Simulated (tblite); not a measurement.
Species: C₃H₁₀BNP₂.
Bonds: C1–P2, P2–C3, P2–P4, P2–B5, B5–C6, C6–N7 (triple). Hydrogens: H8, H9, H10 on C1; H11, H12, H13 on C3; H14, H15 on P4; H16, H17 on B5.
Bond orders are those of one Lewis drawing.

Computed with GFN2-xTB (tblite), gas phase: L-BFGS steps from a force-field or distance-geometry start until the largest atomic force falls under 0.01 eV/Å.

Step 144: E = -562.8912 eV
```
atom  x, y, z in Å  |  force x, y, z in eV/Å
C1     -0.8864   -1.2703   -1.3262    0.026   0.018  -0.006
P2     -0.1550   -0.1293   -0.0798    0.020   0.023  -0.015
C3     -0.3408    1.4667   -0.9627    0.020   0.025   0.003
P4     -1.7154   -0.0078    1.4380    0.075  -0.049   0.004
B5      1.7056   -0.4154    0.4814   -0.013  -0.011  -0.018
C6      1.8393    0.6668    1.5792   -0.034  -0.002   0.000
N7      1.8870    1.4715    2.4000   -0.029  -0.008  -0.020
H8     -0.8365   -2.3011   -0.9820    0.004   0.013   0.039
H9     -0.3089   -1.1784   -2.2446   -0.012  -0.038  -0.016
H10    -1.9232   -0.9952   -1.5154    0.002  -0.040  -0.019
H11     0.0441    2.2676   -0.3344   -0.014   0.022   0.029
H12    -1.3843    1.6579   -1.2089   -0.004   0.018   0.024
H13     0.2496    1.4290   -1.8780    0.009   0.013   0.017
H14    -1.5513   -1.3566    1.7723    0.020   0.057   0.002
H15    -0.8019    0.4134    2.4020   -0.041   0.012  -0.015
H16     2.3825   -0.1898   -0.4699   -0.030  -0.026  -0.019
H17     1.7886   -1.5172    0.9195    0.001  -0.026   0.009
```

Step 145: E = -562.8922 eV
```
atom  x, y, z in Å  |  force x, y, z in eV/Å
C1     -0.8864   -1.2714   -1.3260    0.018   0.009  -0.004
P2     -0.1571   -0.1283   -0.0817    0.036   0.036  -0.024
C3     -0.3404    1.4686   -0.9634    0.008   0.045   0.004
P4     -1.7164   -0.0119    1.4363    0.065  -0.064   0.008
B5      1.7019   -0.4156    0.4799   -0.023  -0.023   0.039
C6      1.8366    0.6656    1.5799   -0.025   0.003  -0.008
N7      1.8908    1.4716    2.3991   -0.036  -0.019  -0.025
H8     -0.8356   -2.3006   -0.9763    0.006   0.015   0.024
H9     -0.3107   -1.1816   -2.2454    0.005  -0.044  -0.018
H10    -1.9230   -0.9987   -1.5172   -0.017  -0.035  -0.013
H11     0.0465    2.2671   -0.3327   -0.013   0.017   0.023
H12    -1.3836    1.6658   -1.2089    0.014   0.003   0.025
H13     0.2507    1.4320   -1.8784   -0.001   0.010   0.025
H14    -1.5387   -1.3585    1.7729    0.007   0.055  -0.002
H15    -0.8048    0.4143    2.3986   -0.028   0.029  -0.004
H16     2.3816   -0.1881   -0.4676   -0.021  -0.034  -0.035
H17     1.7814   -1.5181    0.9213    0.006  -0.002  -0.013
```

Step 146: E = -562.8937 eV
```
atom  x, y, z in Å  |  force x, y, z in eV/Å
C1     -0.8865   -1.2727   -1.3250    0.001  -0.013  -0.009
P2     -0.1593   -0.1262   -0.0838    0.052   0.041  -0.038
C3     -0.3388    1.4724   -0.9631   -0.003   0.045   0.008
P4     -1.7182   -0.0180    1.4326    0.071  -0.045   0.049
B5      1.6976   -0.4175    0.4761   -0.035  -0.036   0.103
C6      1.8327    0.6615    1.5790   -0.010   0.010  -0.014
N7      1.8933    1.4679    2.3973   -0.044  -0.025  -0.024
H8     -0.8306   -2.2998   -0.9677    0.008   0.029   0.000
H9     -0.3160   -1.1846   -2.2477    0.021  -0.050  -0.008
H10    -1.9249   -1.0071   -1.5163   -0.023  -0.028  -0.001
H11     0.0424    2.2689   -0.3267   -0.003   0.023   0.028
H12    -1.3794    1.6723   -1.2164    0.007  -0.008   0.023
H13     0.2602    1.4388   -1.8729    0.001   0.008   0.016
H14    -1.5206   -1.3593    1.7769   -0.004   0.038  -0.006
H15    -0.8124    0.4223    2.3959   -0.042   0.031  -0.029
H16     2.3788   -0.1859   -0.4675   -0.005  -0.042  -0.059
H17     1.7747   -1.5209    0.9197    0.008   0.022  -0.037
```

Problem. Estimate the geometry and energy of step 147. (The exact step hangs on the optimiser's Hessian estimate; all steps are aligned on step 146, rigid shifts and turns removed.)

Solution. E = -562.8958 eV, largest force 0.139 eV/Å
```
atom  x, y, z in Å  |  force x, y, z in eV/Å
C1     -0.8862   -1.2729   -1.3237   -0.020  -0.034  -0.021
P2     -0.1605   -0.1218   -0.0865    0.050   0.028  -0.050
C3     -0.3372    1.4790   -0.9624   -0.012   0.048   0.001
P4     -1.7192   -0.0266    1.4281    0.049  -0.031   0.080
B5      1.6925   -0.4221    0.4726   -0.032  -0.039   0.130
C6      1.8285    0.6548    1.5779    0.013   0.043   0.007
N7      1.8937    1.4627    2.3948   -0.053  -0.054  -0.046
H8     -0.8222   -2.2977   -0.9589    0.010   0.043  -0.020
H9     -0.3216   -1.1868   -2.2502    0.033  -0.051   0.002
H10    -1.9279   -1.0184   -1.5147   -0.011  -0.017   0.016
H11     0.0336    2.2749   -0.3181   -0.004   0.007   0.009
H12    -1.3758    1.6773   -1.2279    0.026  -0.018   0.029
H13     0.2733    1.4479   -1.8653   -0.012   0.019   0.034
H14    -1.4943   -1.3594    1.7860   -0.012   0.024  -0.013
H15    -0.8254    0.4369    2.3920   -0.035   0.040  -0.042
H16     2.3751   -0.1888   -0.4689    0.008  -0.045  -0.066
H17     1.7666   -1.5269    0.9156    0.003   0.036  -0.050
```

The energy changes by -0.0021 eV. The first-order estimate −F·Δx gives -0.0027 eV and the mean of the old and new forces, exact on a quadratic surface, -0.0021 eV. The step makes an angle of 77° with the force vector and moves no atom by more than 0.028 Å.

What follows is the cost of the whole relaxation. Hardware: Arm Neoverse V1, one thread, on a shared host. Cost: 1.4 s of wall time.
